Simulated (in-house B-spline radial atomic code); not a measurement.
# N²⁺: [He] 2s2 (5f5/2)1 (an excited or competing configuration)

All numbers are computed (Dirac-Hartree-Fock, average of the jj configuration; Fermi nucleus of rms radius 2.5582 fm) with a radial B-spline atomic code at the basis-set limit, not measured.

Z_r = [3n² - l(l+1)]/(2<r>); Z_e = n√(-2ε); the last column is Slater's effective charge. Values are occupation-weighted means over j.

| shell | electrons | ε (eV) | <r> (bohr) | Z_r | Z_e | Slater |
| --- | --- | --- | --- | --- | --- | --- |
| 1s | 2 | -490.08 | 0.2268 | 6.61 | 6.00 | 6.70 |
| 2s | 2 | -72.062 | 1.111 | 5.40 | 4.60 | 4.95 |
| 5f | 1 | -4.9043 | 10.48 | 3.01 | 3.00 | 3.00 |

The least bound orbital is 5f5/2 at -4.904 eV, and it is also the most diffuse (<r> = 10.48 bohr).

For the 1s electron the small component carries 0.0594 % of the norm, the zero-frequency Breit interaction raises the level by 0.1138 eV, self-energy by 0.0399 eV, and vacuum polarisation lowers it by 0.001852 eV.
